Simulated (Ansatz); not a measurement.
BrF$_{2}$In, SMILES `[F][In]([F])[Br]`, relaxed with RKS PBE0-D4/def2-TZVP in the Gaussian-basis code of Ansatz from a PBE-D4/def2-SVP geometry. The force threshold is 0.005 eV/Å; the program also tests the step.

Charge 0, multiplicity 1. In: def2 effective core potential.

Start:

```xyz
4

F     1.929    0.220   -0.540
In    0.074   -0.003    0.061
F    -0.165   -0.494    1.946
Br   -1.838    0.277   -1.466
```

(1) By how much does the energy fall, and how many steps does the optimiser take? (Estimate.)

(2) Which bonds change most? (Estimate.)

(3) Give the relaxed structure. (An estimate is asked.)

## Answers

(1) Ansatz gave: 0.05 eV, in 3 steps.

(2) The calculation gave: In2–Br4 from 2.463 to 2.413 Å; In2–F3 from 1.962 to 1.925 Å; F1–In2 from 1.962 to 1.925 Å.

(3) Computed: 
```xyz
4

F     1.890    0.212   -0.504
In    0.060   -0.009    0.048
F    -0.137   -0.479    1.903
Br   -1.813    0.276   -1.447
```
